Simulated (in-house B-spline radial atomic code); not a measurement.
## Response and correlation of the argon ion Ar⁶⁺

Closed shell [Ne] 3s2. Computed with a B-spline radial code for spherical atoms: Dirac-Hartree-Fock, relativistic RPA (time-dependent Dirac-Hartree-Fock) for the response and second-order many-body perturbation theory for correlation, no-pair Dirac-Coulomb Hamiltonian, finite nucleus.

Command:
```bash
python run_mb.py task.json out
```
Settings (nuclear radius in fm, box in bohr, cutoff in hartree):
```
basis_form          2
Z                   18
core_configuration  [Ne] 3s2
rms_radius          3.4274
mass_number         40
speed_of_light      137.036
box_radius          9.487
lmax                7
intervals           63
virtual_cutoff      8100.0
```

Cost of the run: 1.9 s on 1 thread of Intel(R) Xeon(R) Platinum 8488C, with other jobs on the host.

| multipole (bohr³, bohr⁵, bohr⁷) | uncoupled | coupled RPA |
| --- | --- | --- |
| dipole | 1.751 | ? |
| quadrupole | 1.3529 | 1.6942 |
| octupole | 2.1829 | 2.5019 |

(1) What is the coupled dipole polarisability?

(2) Which subshells carry the dipole polarisability?

(3) What does the dipole shielding factor come to?

Dipole polarisability at imaginary frequency:

```csv
u (Eh),α(iu) (bohr³)
0,2.132
0.926,0.914
2.78,0.2077
5.56,0.08243
9.26,0.04456
18.5,0.01818
37,0.006137
92.6,0.001183
```

(4) What dispersion coefficients follow for two such ions (the dispersion part alone)?

Lowest J = 1 odd-parity excitations:

```tsv
energy (eV)	oscillator strength	leading channel	weight
11.689	0.00015	3s1/2 → p1/2	0.683
20.868	1.2	3s1/2 → p3/2	0.681
68.907	0.000953	3s1/2 → p1/2	0.723
69.743	0.183	3s1/2 → p3/2	0.723
90.137	0.000556	3s1/2 → p1/2	0.74
90.44	0.0717	3s1/2 → p3/2	0.74
101.71	0.000441	3s1/2 → p1/2	0.749
101.91	0.0469	3s1/2 → p3/2	0.749
```

For an outer ns² shell RPA puts the lowest triplet far too low, and second order misses the ns²-np² near-degeneracy.

Second-order correlation energy by the highest angular momentum of the excited pair (hartree): s -0.01897, p -0.1788, d -0.1962, f -0.05181, g -0.01973, h -0.007573, i -0.003516, k -0.001838.

(5) What is the second-order correlation energy at the partial-wave limit?

Answers

(1) 2.1322 atomic units, +22 % against the uncoupled value.

(2) 3s1/2 100.4 %, 2p3/2 -0.3 %, 2p1/2 -0.1 %.

(3) The dipole shielding factor is 0.667, against the exact N/Z = 12/18 = 0.667 of the non-relativistic theorem.

(4) C6 = (3/π)∫α(iu)²du = 2.792 hartree·bohr⁶ and C8 = 15.26 hartree·bohr⁸.

(5) The listed waves sum to -0.4784 hartree; extrapolating the increments as (l + 1/2)⁻⁴ gives -0.48215 hartree, -1.09 eV per electron.
